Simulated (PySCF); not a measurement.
## Electron correlation in Ta (tantalum, neutral)

[Xe] 4f14 5d4 6s1, high-spin 6D determinant (an excited configuration). All numbers are calculated (PySCF 2.14, scalar relativity through the core potential, in def2-QZVPPD with the def2 core potential (60 electrons) (7s6p4d3f2g, 84 functions)). Frozen: 5s2 5p6; 5 electrons correlated.

| level | correlation energy (mhartree) |
| --- | --- |
| CCSD | -61.33 |
| (T) | -2.00 |
| CCSD(T) | -63.33 |

Diagnostics: T1 = 0.0081, D1 = 0.0168, largest double amplitude 0.030.

**Question.** Is a single reference adequate?

**Answer.** Yes, within this model without spin-orbit coupling: T1 lies below 0.03 and no double amplitude reaches 0.07.
